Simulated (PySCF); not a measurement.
**SMILES c1ccc(C)c(C=O)c1C=O, C9H8O2**

Geometry (Å), atoms numbered from 1 in this order:
```xyz
19

C    -2.394   -0.590   -0.478
C    -1.097    0.077   -0.133
C    -1.121    1.440    0.198
C     0.031    2.140    0.529
C     1.253    1.478    0.533
C     1.327    0.120    0.211
C     2.709   -0.434    0.260
O     3.075   -1.561    0.045
C     0.147   -0.597   -0.126
C     0.227   -2.048   -0.461
O    -0.729   -2.723   -0.772
H    -2.373   -1.009   -1.494
H    -2.598   -1.445    0.181
H    -3.221    0.131   -0.403
H    -2.083    1.959    0.192
H    -0.024    3.201    0.782
H     2.170    2.015    0.788
H     3.459    0.350    0.540
H     1.243   -2.486   -0.407
```

Computed, not measured: TDDFT CAM-B3LYP/aug-cc-pVDZ circular dichroism and optical rotation, one conformer, gas phase (PySCF 2.14.0). Geometry: PBE0-D3(BJ)/def2-SVP.

No stereocentre is labelled: unless the shape is locked (an allene, a helicene, a hindered biaryl), the mirror image is equally populated and a measured rotation or CD is zero.

Problem. Give the optical rotatory dispersion at 633, 589.3, 546, 436 nm.

Solution. [α] in deg dm⁻¹ (g/mL)⁻¹:
```tsv
λ (nm)	origin-invariant length gauge	modified velocity gauge	length gauge (centre of mass)	isotropic polarisability (au)
633	+8.7	+8.2	+8.8	119.5
589.3	+10.7	+10.0	+10.7	120.5
546	+13.5	+12.6	+13.5	121.6
436	+35.7	+32.3	+35.8	127.1
```

The shortest wavelength is close to the first absorption, where this undamped response comes out too large.

Problem. And for the mirror image at 589.3 nm?

Solution. -10.7 deg dm⁻¹ (g/mL)⁻¹ (origin-invariant length gauge): the same size and the opposite sign.

Problem. What is the molar rotation [Φ] = [α]·M/100 of the geometry above at 589.3 nm?

Solution. With M = 148.16 g/mol, +15.8 deg cm² dmol⁻¹ (origin-invariant length gauge).

The first excitation lies at 3.16 eV (393 nm) with R = +0.1 × 10⁻⁴⁰ esu² cm² (velocity form).
